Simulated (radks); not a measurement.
Zr3+, configuration [Kr] 6p1 (not the ground configuration). All-electron calculation, Dirac Kohn-Sham, PBE, spin-unpolarised, spherical densities, point nucleus; open shells fill j = l - 1/2 first. Program: a radial shooting solver on a logarithmic mesh with Libxc functionals.

Spin-orbit splittings of the eigenvalues, e(l+1/2) - e(l-1/2), with zeta = 2 splitting/(2l+1) and mean radii in bohr:

shell	occ.	splitting (eV)	zeta (eV)	<r> j=l-1/2	<r> j=l+1/2
2p	6	85.85	57.23	0.1387	0.1430
3p	6	13.68	9.121	0.4548	0.4652
3d	10	2.502	1.001	0.4500	0.4535
4p	6	1.915	1.277	1.300	1.326
6p	1	0.1361	0.09071	5.854	5.900
